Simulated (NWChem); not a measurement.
Molecule: CH2ClFO2Si; SMILES C(O)([Si@@H](Cl)F)=O

```xyz
8

O     -0.4247     1.9359     1.0244
C      0.1052     1.3633     0.1003
O      1.1348     1.8822    -0.6117
Si    -0.3813    -0.3836    -0.5265
F     -1.8817    -0.6465    -0.0325
Cl     0.8781    -1.7510     0.3515
H      1.3462     2.7568    -0.2229
H     -0.3120    -0.5259    -1.9925
```
Atoms are numbered in this order, from 1.

All runs: NWChem. All runs use the structure optimised with B3LYP/6-31G* (spherical d). B3LYP is NWChem's, with the RPA form of VWN correlation. Vertical excitations in the gas phase; the lowest state need not have the same character in each row.

```tsv
level	lowest excitation, singlet (eV)	oscillator strength of that lowest state	lowest state with f > 0.02, singlet (eV)	orbital gap (eV)
PBE/def2-SVP, full TDDFT	4.64	0.006	7.15	4.36
B3LYP/def2-SVP, full TDDFT	[?]	0.006	7.85	[?]
BHandHLYP/def2-SVP, full TDDFT	5.07	0.006	7.89	9.59
```

Question: What belongs in the gaps?

Answer: 
- B3LYP/def2-SVP, full TDDFT, lowest excitation, singlet (eV): 4.84
- B3LYP/def2-SVP, full TDDFT, orbital gap (eV): 6.46
